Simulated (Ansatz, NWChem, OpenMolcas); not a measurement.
**Worked example: HSe → Se + H**

Species: HSe, doublet; Se atom, triplet; H atom, doublet. 

Shapes, held fixed at every level: PBE0-D4/def2-TZVP. Programs: Ansatz 0.2.0, NWChem 7.3.0, OpenMolcas 26.06. A level may come from different programs for different species; with the same settings they agree closely. The zero-point and thermal change to 298 K, harmonic and unscaled (PBE0-D4/def2-TZVP), is -22.2 kJ/mol.

At CCSD(T)/def2-TZVPP; 1 Eh = 2625.50 kJ/mol:

| species | energy (Eh) |
| --- | --- |
| HSe | -2400.680045 |
| Se | -2400.058140 |
| H | -0.499810 |

Problem. Work out ΔH(298 K) of the reaction at this level.

Solution. 
1. Products less reactants: (-2400.058140) + (-0.499810) − [(-2400.680045)] = 0.122095 Eh = +320.6 kJ/mol.
2. With the thermal change: +320.6 + (-22.2) = +298.4 kJ/mol.

Other levels give +195.2 (HF/cc-pVTZ) to +316.4 kJ/mol (TPSS/cc-pVTZ). No measured value is set beside it here. Open shells run unrestricted unless RO is named. Relativity is left out for Se unless named. Correlated rows may include outer-core shells of Se, which these sets cover unevenly. Spin-orbit coupling lowers the free atoms by 11.3 kJ/mol; the thermal change holds that.
